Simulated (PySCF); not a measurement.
How methods differ on the ionisation energy of Rh²⁺

Rh²⁺ [Kr] 4d7 (4F) → Rh³⁺ [Kr] 4d6 (5D), as a difference of total energies. Calculation: PySCF 2.14, in x2c-TZVPPall with one added diffuse shell each of s, p, d, f type (9s7p7d3f1g, 95 functions); the spin-free X2C one-electron Hamiltonian (Gaussian nucleus). Correlated levels: valence: [Kr] frozen; valence and next inner shell: [Ar] 3d10 frozen. The calculations carry no spin-orbit coupling.

```json
{"method": "UHF", "ionisation energy (eV)": "29.355", "plus first-order spin-orbit estimate": "29.425", "difference from reference of that sum (eV)": "-1.635"}
{"method": "LDA", "ionisation energy (eV)": "31.527", "plus first-order spin-orbit estimate": "31.597", "difference from reference of that sum (eV)": "+0.537"}
{"method": "PBE", "ionisation energy (eV)": "31.264", "plus first-order spin-orbit estimate": "31.334", "difference from reference of that sum (eV)": "+0.274"}
{"method": "PBE0", "ionisation energy (eV)": "31.091", "plus first-order spin-orbit estimate": "31.161", "difference from reference of that sum (eV)": "+0.101"}
{"method": "r2SCAN", "ionisation energy (eV)": "31.038", "plus first-order spin-orbit estimate": "31.108", "difference from reference of that sum (eV)": "+0.048"}
{"method": "BLYP", "ionisation energy (eV)": "31.266", "plus first-order spin-orbit estimate": "31.336", "difference from reference of that sum (eV)": "+0.276"}
{"method": "PW91", "ionisation energy (eV)": "31.371", "plus first-order spin-orbit estimate": "31.441", "difference from reference of that sum (eV)": "+0.381"}
{"method": "r2SCAN0", "ionisation energy (eV)": "30.954", "plus first-order spin-orbit estimate": "31.024", "difference from reference of that sum (eV)": "-0.036"}
{"method": "wB97X", "ionisation energy (eV)": "31.076", "plus first-order spin-orbit estimate": "31.145", "difference from reference of that sum (eV)": "+0.085"}
{"method": "MP2 (valence)", "ionisation energy (eV)": "30.680", "plus first-order spin-orbit estimate": "30.750", "difference from reference of that sum (eV)": "-0.310"}
{"method": "SCS-MP2 (valence)", "ionisation energy (eV)": "30.833", "plus first-order spin-orbit estimate": "30.903", "difference from reference of that sum (eV)": "-0.157"}
{"method": "MP2 (valence and next inner shell)", "ionisation energy (eV)": "30.692", "plus first-order spin-orbit estimate": "30.762", "difference from reference of that sum (eV)": "-0.298"}
{"method": "SCS-MP2 (valence and next inner shell)", "ionisation energy (eV)": "30.686", "plus first-order spin-orbit estimate": "30.756", "difference from reference of that sum (eV)": "-0.304"}
```

Reference: 31.06 eV (semi-empirical (NIST evaluation); NIST Atomic Spectra Database, ionization energies).

A first-order spin-orbit estimate (lowest level to lowest level, LS coupling) adds 0.070 eV.

Errors of the correlated levels include the incompleteness of this basis and the frozen core.
